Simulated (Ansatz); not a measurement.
A nudged elastic band was laid between two geometries of F2H4N2Si + H2S (12 atoms, charge 0, multiplicity 1).

Computed with RKS PBE-D4/def2-SVP in Ansatz 0.2.0.

| Item | Value |
| --- | --- |
| movable images | 7 |
| climbing image | yes |
| spring | 5.0 eV/Å² |
| optimiser | quadratic models (default) |
| start path | through a guess of the saddle point |
| force threshold | 0.03 eV/Å |
| iteration limit | 60 |
| end points | relaxed |

Image 0:

```xyz
12
Properties=species:S:1:pos:R:3
Si 0.020 0.365 0.086
N 0.214 0.424 1.781
H -0.574 0.466 2.426
H 1.099 0.187 2.231
F 1.511 0.619 -0.527
N -1.227 1.425 -0.396
H -1.712 1.277 -1.282
H -1.201 2.411 -0.134
F -0.407 -1.085 -0.550
S 1.226 -3.125 1.641
H 0.777 -2.924 0.372
H 0.424 -2.113 2.075
```

Image 8:

```xyz
12
Properties=species:S:1:pos:R:3
Si 0.208 -0.446 -0.914
N -0.391 0.310 2.706
H -1.295 0.006 3.093
H 0.097 0.800 3.469
F 0.840 -0.115 -2.380
N -0.092 0.997 -0.095
H -0.299 0.959 0.931
H -0.412 1.838 -0.578
F -1.068 -1.413 -1.271
S 1.501 -1.646 0.309
H 0.911 -2.812 -0.077
H 0.150 -0.551 2.528
```

What changes between the two ends?

Bonds broken: Si1–N2, S10–H12. Bonds formed: Si1–S10, N2–H12. F2H4N2Si + H2S becomes F2H3NSSi + H3N.

What energy profile does the band end with?

The run converged. The highest image is number 3 of 0 to 8, 0.85 eV above the first end and 1.06 eV above the last; the last end lies 0.21 eV below the first. The profile has 2 maxima (images 3, 6) with wells between them (image 4): this band takes more than one step, which may be the mechanism or a detour left from its start path. A vibrational analysis at the climbing image gives one clearly imaginary mode, 564i cm⁻¹: a first-order saddle point. The orbitals stay closed-shell, which can raise the energy where a bond breaks towards radicals; this wasn't checked here.

```tsv
image	path coordinate (Å)	energy (eV)	Si1–N2 (Å)	S10–H12 (Å)	Si1–S10 (Å)
0	0.00	0.00	1.71	1.36	4.01
1	1.32	0.08	1.71	1.37	3.81
2	2.65	0.28	1.73	1.38	3.47
3	3.97	0.85	1.81	1.55	2.48
4	5.84	-0.16	2.00	3.37	2.17
5	7.72	0.34	1.98	2.87	2.22
6	9.59	0.35	2.17	2.60	2.22
7	11.46	-0.01	2.99	2.54	2.16
8	13.33	-0.21	3.75	2.82	2.15
```

What is the geometry of the highest image?


```xyz
12
Properties=species:S:1:pos:R:3:forces:R:3
Si -0.006 0.030 0.317 0.01 0.01 0.00
N 0.087 -0.126 2.121 0.00 0.00 0.00
H -0.778 -0.360 2.619 0.00 0.00 0.00
H 0.624 0.589 2.624 0.00 0.00 0.00
F 1.506 0.749 0.231 0.00 0.01 0.00
N -0.773 1.227 -0.642 0.00 0.00 0.00
H -1.697 1.082 -1.047 0.00 0.00 0.00
H -0.254 2.011 -1.035 0.00 0.00 0.00
F -1.282 -1.054 0.204 0.00 0.00 0.00
S 1.414 -2.007 0.333 -0.02 0.01 0.02
H 0.376 -2.889 0.363 0.00 -0.01 0.00
H 0.932 -1.324 1.635 0.00 -0.01 -0.02
```

Time of the run: 3.8 min on 4 threads of Intel(R) Xeon(R) 6975P-C (Granite Rapids), with other jobs on the host, peak memory 0.2 GiB.
